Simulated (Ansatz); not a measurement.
5-thiophen-2-ylpyrimidine (C₈H₆N₂S), SMILES c1csc(-c2cncnc2)c1. Atoms are numbered in the order given.

```xyz
17

C      2.8919     0.6946    -0.9475
C      3.1978     0.1164     0.2639
S      1.7836    -0.3761     1.1098
C      0.7409     0.1900    -0.1682
C     -0.7071     0.0615    -0.0741
C     -1.3464    -0.8589     0.7802
N     -2.6693    -0.9736     0.8603
C     -3.3862    -0.1725     0.0681
N     -2.9049     0.7391    -0.7819
C     -1.5815     0.8582    -0.8413
C      1.4949     0.7385    -1.1937
H      3.6480     1.0707    -1.6394
H      4.1800    -0.0448     0.7086
H     -0.7510    -1.5313     1.4140
H     -4.4780    -0.2702     0.1226
H     -1.1832     1.6282    -1.5151
H      1.0514     1.1375    -2.1081
```

Coordinates come from a r2SCAN-D4/def2-SVP optimisation. The values are those of a single conformer.

Two levels are set side by side: PBE-D3(BJ)/def2-SVP (Ansatz, a first-principles code) and r2SCAN-D4/def2-SVP (Ansatz). Each level has its own optimised geometry; the coordinates shown are those of the second. Differences are taken from unrounded values.

```
quantity              r2SCAN-D4
--------------------  ---------
mean bond length (Å)      1.323
bond C1–C2 (Å)            1.377
bond C1–C11 (Å)           1.419
bond C2–S3 (Å)            1.720
bond S3–C4 (Å)            1.744
bond C4–C5 (Å)            1.457
bond C4–C11 (Å)           1.386
bond C5–C6 (Å)            1.409
bond C5–C10 (Å)           1.410
bond C6–N7 (Å)            1.330
bond N7–C8 (Å)            1.335
bond C8–N9 (Å)            1.336
bond N9–C10 (Å)           1.330
bond C1–H12 (Å)           1.092
bond C2–H13 (Å)           1.090
bond C6–H14 (Å)           1.099
bond C8–H15 (Å)           1.097
```

Problem. What does PBE-D3(BJ) give, and how far is it from r2SCAN-D4? (An estimate is asked for; the answer gives what the named calculation found.)

Solution. 
```csv
quantity,PBE-D3(BJ),PBE-D3(BJ) minus r2SCAN-D4
mean bond length (Å),1.330,0.007
bond C1–C2 (Å),1.383,0.007
bond C1–C11 (Å),1.424,0.005
bond C2–S3 (Å),1.728,0.008
bond S3–C4 (Å),1.753,0.009
bond C4–C5 (Å),1.460,0.003
bond C4–C11 (Å),1.393,0.007
bond C5–C6 (Å),1.416,0.007
bond C5–C10 (Å),1.417,0.007
bond C6–N7 (Å),1.337,0.006
bond N7–C8 (Å),1.343,0.007
bond C8–N9 (Å),1.343,0.007
bond N9–C10 (Å),1.337,0.007
bond C1–H12 (Å),1.098,0.007
bond C2–H13 (Å),1.097,0.007
bond C6–H14 (Å),1.107,0.007
bond C8–H15 (Å),1.105,0.008
```

Here PBE gives about what the other level gives.
